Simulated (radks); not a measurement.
Removal energies from the barium ion Ba6+, [Kr] 4d10 5s2 5p2, by Delta-SCF beside the eigenvalue of the level emptied. Calculated with a radial shooting solver on a logarithmic mesh with Libxc functionals: scalar-relativistic Kohn-Sham, BLYP, spin-polarised, spherical densities, finite nucleus; Fermi nuclear charge, rms radius of each element as measured or else 0.836 A^(1/3) + 0.57 fm. Open shells are filled with parallel spins first.

\begin{tabular}{lrrr}
removed from & final configuration & Delta-SCF (eV) & -eigenvalue (eV) \\ \hline
5p & [Kr] 4d10 5s2 5p1 & 86.381 & 79.967 \\
5s & [Kr] 4d10 5s1 5p2 & 102.28 & 95.373 \\
4d & [Kr] 4d9 5s2 5p2 & 170.75 & 158.83 \\
4p & [Ar] 3d10 4s2 4p5 4d10 5s2 5p2 & 263.25 & 250.54 \\
\end{tabular}
